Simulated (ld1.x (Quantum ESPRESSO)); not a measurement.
Before and after: TM potential for W

W (Z = 74), norm-conserving Troullier–Martins (Kleinman–Bylander form), made with ld1.x (Quantum ESPRESSO) 7.5 (PBE, scalar-relativistic). Core [Xe] 4f14, reference 5d4 6s1.5 6p0.5. Waves: 6s (bound): rc 2.90 bohr; 6p (bound): rc 2.70 bohr; 5d (bound): rc 1.55 bohr. Local part: the d channel. Core correction: none.

All-electron outer shells of the reference configuration (PBE, scalar-relativistic, ld1.x):

| shell | level (eV) | outermost node (bohr) | outermost maximum (bohr) |
| --- | --- | --- | --- |
| 5p | -44.03 | 0.57 | 1.09 |
| 4f | -34.03 | – | 0.43 |
| 6s | -6.26 | 1.28 | 2.64 |
| 5d | -5.22 | 0.63 | 1.49 |
| 6p | -1.77 | 1.53 | 3.70 |

Change: wave 6p (bound): rc 2.70 bohr becomes 6p (bound): rc 2.14 bohr.

Cutoffs: the cutoffs (Ry, on a coarse ladder) from which the occupation-weighted sum of valence levels, in a spherical-Bessel basis at the reference potential, stays within 10 and 1 mRy of its value at 400 Ry; they do not see the model core or the augmentation charge, which bear on the density cutoff. Errors are all-electron minus pseudo energies relative to the spin-unpolarised reference configuration.

Q: Predict the effect on cutoff, ghosts and configuration errors.

A: The potential gets harder (30 Ry and 50 Ry → 40 Ry and 60 Ry); both files keep a bound ghost (p, s); the number of tests that count goes from 6 to 7; of the 6 tests that both files solve, the error grows in 2 and shrinks in 1 by more than 15 % and 0.3 meV (median size 1.8 → 10.1 meV). A smaller radius makes the pseudo-wave follow the all-electron one further in, where it bends more sharply, so more plane waves are needed.

```tsv
quantity	base	changed
cutoff, loose	30 Ry	40 Ry
cutoff, tight	50 Ry	60 Ry
loose cutoff by channel (10 mRy a level)	s 8 Ry, p 6 Ry, d 25 Ry	s 8 Ry, p 45 Ry, d 25 Ry
bound ghosts	s, p	s, p
tests counted (converged, no solver errors)	6 of 7	7 of 7
error for 5d4 6s2 6p0, meV [ΔE -2.21 eV]	+1.4	+0.6
error for 5d4 6s1 6p0, meV [ΔE 6.67 eV]	+2.1	+4.2
error for 5d4 6s0 6p0, meV [ΔE 22.35 eV]	+67	+71
error for 5d3 6s0 6p0, meV [ΔE 47.73 eV]	+144	+132
error for 5d4 6s0 6p2, meV [ΔE 7.05 eV]	-1.4	-16
error for 5d4 6s1.5 6p0, meV [ΔE 1.42 eV]	-0.5	+0.2
s: phases at 3.17 bohr within 0.05 rad from the reference energy up to (Ry; the scan ends near 5)	2.1	2.1
p: phases at 3.17 bohr within 0.05 rad from the reference energy up to (Ry; the scan ends near 5)	4.1	n/a
d: phases at 3.17 bohr within 0.05 rad from the reference energy up to (Ry; the scan ends near 5)	to the end of the scan	to the end of the scan
```

Base: Tests not counted: 5d3 6s2 6p1 (solver errors, printed error -2.2 eV). These tests converged, but a pseudo level misses the all-electron one widely, so the file describes the atom poorly there or has found another state: 5d4 6s0 6p0: empty 6p by 2.5 eV. A true bound ghost makes a file unfit for plane-wave use even where its test errors are small: the radial tests pick states by their node count and pass the ghost by. Where a test does run into it, the solver fails or the error is huge.
